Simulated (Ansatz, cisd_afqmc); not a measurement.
Species: Sb, charge 1, triplet.

Total energies in def2-SVPD, 4 correlated electrons, 9 frozen orbitals. UHF or UKS for unpaired electrons; spin-orbit terms are left out. Cores are frozen in correlated methods (noble-gas shells, and filled d and f shells in the p block). Past Kr the def2 sets carry scalar-relativistic core potentials. AFQMC/CISD: phaseless, guided by CISD from CCSD amplitudes; bars are statistical, one sigma. Outlying blocks are dropped, and bars are widened where a walk drifts. Over all cases where full CI ran beside it in this data, AFQMC minus full CI had a median of +0.1 mEh and passed +0.4 mEh in a tenth of the cases. Spin-orbit terms, left out, reach several kcal/mol for Br and I, and more for heavier atoms.

```
method         program         energy (Eh)  minus CCSDTQ (mEh)
----------  ----------  ------------------  ------------------
HF              Ansatz          -238.95777               51.08
MP2             Ansatz          -238.99375               15.11
CCSD            Ansatz          -239.00803                0.82
CCSD(T)         Ansatz          -239.00862                0.24
CCSDT(Q)        Ansatz          -239.00885                0.01
CCSDTQ          Ansatz          -239.00886                0.00
AFQMC/CISD  cisd_afqmc  -239.0088 ± 0.0001           0.0 ± 0.1
```

Ansatz is a program for electronic structure.
